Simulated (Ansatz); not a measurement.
Molecule: C2H8GeN, charge 0, multiplicity 2. It need not be the lowest isomer of its formula. SMILES: C[N](C)[GeH2]
Coordinates optimised at B3LYP-D3(BJ)/def2-TZVP (Ansatz, a program for electronic structure):
```
N
C 1 1.4475
H 2 1.0896 1 110.47
H 2 1.0963 3 108.04 1 -120.29
H 2 1.0987 3 108.40 4 -116.12
C 1 1.4475 2 113.63 3 -179.49
H 6 1.0896 1 110.47 2 179.49
H 6 1.0963 7 108.04 1 120.29
H 6 1.0987 7 108.40 8 116.12
Ge 1 1.8610 2 120.63 3 25.64
H 10 1.5612 1 102.98 2 -46.81
H 10 1.5612 11 108.94 3 135.76
```
Charge 0, spin multiplicity 2.

Quantity: atomisation energy (electronic, to ground-state atoms), in kcal/mol. Valence correlation only, unless marked. Open shells are spin-unrestricted. No spin-orbit coupling. The frozen core is the preceding noble-gas configuration, with the filled d and f shells of earlier blocks. No relativistic terms. The coupled-cluster limit lacks core correlation, which all-electron functionals hold. Basis-set limits of correlation are two-point, X^-3; Hartree-Fock from the larger set.

```tsv
level	program	atomisation energy (kcal/mol)	minus last row
PBE0/6-31G*	Ansatz	962.5	-1.3
LC-wPBE-D4/def2-TZVPD	Ansatz + dftd4	967.9	4.1
MP2/def2-SVP	Ansatz	915.0	-48.8
MP2/aug-cc-pVTZ	Ansatz	948.6	-15.2
MP2/cc-pVQZ	Ansatz	958.4	-5.4
RI-MP2/def2-QZVPP	Ansatz	958.6	-5.2
RI-MP2/CBS(aug-cc-pVTZ,aug-cc-pVQZ)	Ansatz	968.5	4.7
SCS-MP2/cc-pVDZ	Ansatz	891.2	-72.6
CCSD/def2-SVPD	Ansatz	915.3	-48.5
CCSD(T)/CBS(def2-TZVPPD,def2-QZVPPD)	Ansatz	963.8	0.0
```
